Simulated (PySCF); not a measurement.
**Molecular orbitals of AsN⁺**

CAM-B3LYP at R = 1.697 Å; PySCF, no relativity, basis sets As 6-31G(d,p), N 6-31G(d,p). State: ²Π (doublet), unpaired electrons π ↑. Only the outer orbitals are listed, counted within each symmetry.

```json
{"spin": "α", "orbital": "8σ", "occ.": "1", "ε (eV)": "-33.62", "on As (%)": "31", "main shells (%)": "63 N s, 22 As s"}
{"spin": "α", "orbital": "9σ", "occ.": "1", "ε (eV)": "-24.42", "on As (%)": "71", "main shells (%)": "67 As s, 24 N s"}
{"spin": "α", "orbital": "4π", "occ.": "1", "ε (eV)": "-19.40", "on As (%)": "30", "main shells (%)": "69 N p, 28 As p"}
{"spin": "α", "orbital": "10σ", "occ.": "1", "ε (eV)": "-18.51", "on As (%)": "40", "main shells (%)": "51 N p, 32 As p, 9 N s"}
{"spin": "α", "orbital": "4π", "occ.": "1", "ε (eV)": "-18.45", "on As (%)": "33", "main shells (%)": "66 N p, 31 As p"}
{"spin": "α", "orbital": "5π", "occ.": "0", "ε (eV)": "-10.13", "on As (%)": "74", "main shells (%)": "72 As p, 26 N p"}
{"spin": "α", "orbital": "5π", "occ.": "0", "ε (eV)": "-9.41", "on As (%)": "71", "main shells (%)": "70 As p, 29 N p"}
{"spin": "α", "orbital": "11σ", "occ.": "0", "ε (eV)": "-4.98", "on As (%)": "96", "main shells (%)": "79 As p, 12 N p, 10 As d"}
{"spin": "β", "orbital": "8σ", "occ.": "1", "ε (eV)": "-32.16", "on As (%)": "38", "main shells (%)": "56 N s, 29 As s"}
{"spin": "β", "orbital": "9σ", "occ.": "1", "ε (eV)": "-23.95", "on As (%)": "69", "main shells (%)": "62 As s, 27 N s"}
{"spin": "β", "orbital": "10σ", "occ.": "1", "ε (eV)": "-18.06", "on As (%)": "38", "main shells (%)": "51 N p, 31 As p, 11 N s"}
{"spin": "β", "orbital": "4π", "occ.": "1", "ε (eV)": "-17.68", "on As (%)": "53", "main shells (%)": "51 As p, 47 N p"}
{"spin": "β", "orbital": "4π", "occ.": "0", "ε (eV)": "-12.48", "on As (%)": "67", "main shells (%)": "66 As p, 33 N p"}
{"spin": "β", "orbital": "5π", "occ.": "0", "ε (eV)": "-9.02", "on As (%)": "52", "main shells (%)": "49 As p, 48 N p"}
{"spin": "β", "orbital": "5π", "occ.": "0", "ε (eV)": "-8.04", "on As (%)": "38", "main shells (%)": "62 N p, 35 As p"}
```

Problem. Which are the highest filled and the lowest empty level, where do they sit, and how wide is the gap?

Solution. Highest filled β 4π at -17.68 eV (in %: 51 As p, 47 N p); lowest empty β 4π at -12.48 eV (in %: 66 As p, 33 N p); the gap at CAM-B3LYP is 5.20 eV. Both belong to one degenerate shell, split only by its one-sided filling, so this is no excitation gap.

| Property | Result |
| --- | --- |
| bond order (Mayer) | 2.30 |
| ⟨S²⟩ | 0.793 |
| charge on As (Mulliken, basis-dependent) | 0.97 |
| charge on As (Löwdin, basis-dependent) | 0.98 |
| dipole moment (positive dipole points towards N; it is taken about the centre of mass and depends on that origin) | -1.70 D |

Spin–orbit coupling is left out. The state is the lowest determinant that a PBE0 search found; another state may lie lower at other levels.
